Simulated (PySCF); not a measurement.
Xe²⁺ (xenon, charge +2) across methods

[Kr] 4d10 5s1 5p4 5d1, one real determinant (an excited configuration). Computed with PySCF 2.14 in aug-cc-pVDZ-PP with ECP28MDF (5s4p3d, 32 functions), with scalar relativity through the core potential.

```csv
method,E (hartree),mean ε 5p α (eV),mean ε 5p β (eV),mean ε 5d α (eV),Σ⟨r²⟩ (bohr²),⟨S²⟩
r2SCANh,-327.2858,-31.150,-27.782,-14.701,45.00,6.002
PBE,-327.1575,-29.890,-27.354,-14.297,44.95,6.001
M06-2X,-327.1216,-32.981,-28.898,-15.804,45.14,6.005
BLYP,-327.1121,-29.550,-27.400,-13.965,45.07,6.001
r2SCAN,-327.2952,-30.564,-27.426,-14.343,44.99,6.002
LDA,-326.6880,-29.997,-27.606,-14.169,45.06,6.001
PBE0,-327.1879,-31.553,-28.264,-15.242,44.96,6.001
UHF,-326.20949,-35.714,-29.578,-17.560,45.48,6.004
```

(1) Estimate the same row for HSE06.

⟨L²⟩ = 8.00 against 12 for a pure F term, so this real determinant mixes terms. Energies and moments cover only the electrons outside the core potential. The outer electron is Rydberg-like, and this basis confines it to a smaller radius and binds it less than a complete one would.

## Answers

(1) E (hartree) = -327.1821; mean ε 5p α (eV) = -31.092; mean ε 5p β (eV) = -27.910; mean ε 5d α (eV) = -14.841; Σ⟨r²⟩ (bohr²) = 45.00; ⟨S²⟩ = 6.001.
